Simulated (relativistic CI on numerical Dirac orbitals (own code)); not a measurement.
Radial parameters of Cu3+

Method of calculation: Dirac-Coulomb-Breit CI, KLI orbitals optimised for each configuration, model QED (radiative potential, 1s self-energy scaled to tabulated hydrogen-like ionisation energies), valence Slater integrals scaled by 0.85, P86 correlation energy added to each configuration (own radial code, finite nucleus).

Slater integrals F^k, G^k are unscaled and averaged over j, outside the closed core [Ne] 3s2; ζ comes from projecting the Hamiltonian with its Breit term on Σ l·s of the shell.

- 3p6 3d8: F^2(3d,3d) = 111570, F^4(3d,3d) = 69613, ζ(3d) = 883.94 cm⁻¹; <r>(3d) = 0.8471, <r^2>(3d) = 0.9041 (bohr units).
- 3p6 3d7 4s: F^2(3d,3d) = 117340, F^4(3d,3d) = 73466, ζ(3d) = 961.4, G^2(3d,4s) = 13076 cm⁻¹; <r>(3d) = 0.812, <r^2>(3d) = 0.8247, <r>(4s) = 2.015, <r^2>(4s) = 4.594 (bohr units).
- 3p6 3d7 4p: F^2(3d,3d) = 117830, F^4(3d,3d) = 73797, ζ(3d) = 968.53, F^2(3d,4p) = 24974, G^1(3d,4p) = 9287.7, G^3(3d,4p) = 8324.3, ζ(4p) = 1267.6 cm⁻¹; <r>(3d) = 0.8092, <r^2>(3d) = 0.8176, <r>(4p) = 2.328, <r^2>(4p) = 6.149 (bohr units).

Question: Give the Racah parameters of the d shell in 3p6 3d8.

Answer: B = F²/49 − 5F⁴/441 = 1488 cm⁻¹ and C = 35F⁴/441 = 5525 cm⁻¹; values fitted to spectra at such low charge are typically 15 to 30 % smaller.

In this model ζ of a weakly bound d, f or g electron outside closed shells comes out too small, for d by up to a factor of two or three and at times with the wrong sign; that of an outer p electron is too small as well.

For a near-neutral ion this model can misplace configurations by up to about 10,000 cm⁻¹ (more where the count of f electrons changes) and terms by 10 to 25 % of their spread. Rates follow the energies as ν³ (E1, M1) or ν⁵ (E2), so they and the lifetimes can be off by large factors. The fine structure of a lone outer electron comes out too small, for d and f at times inverted, and misplaced configurations move strength between like terms. 63 of the 66 excited levels that our extract of the measured tables holds in this range could be paired (the sources list more); they are missed by 1697 cm⁻¹ on average and 3180 at most, and levels without a partner can miss by more.

Averages of the first 10 configurations, taken without configuration mixing, which lowers the lowest level and can move excited configurations by several eV; other configurations of the list can lie among them:

| Configuration | Parity | States | Average energy above the lowest level (eV) |
| --- | --- | --- | --- |
| 3p6 3d8 | even | 45 | 1.7 |
| 3p6 3d7 4s | even | 240 | 18.5 |
| 3p6 3d7 4p | odd | 720 | 27.2 |
| 3p6 3d7 4d | even | 1200 | 38.8 |
| 3p6 3d7 5s | even | 240 | 40.2 |
| 3p6 3d6 4s2 | even | 210 | 42.1 |
| 3p6 3d7 5p | odd | 720 | 43.3 |
| 3p6 3d7 4f | odd | 1680 | 46.5 |
| 3p5 3d9 | odd | 60 | 78.6 |
| 3p6 3d7 5d | even | 1200 | 47.8 |
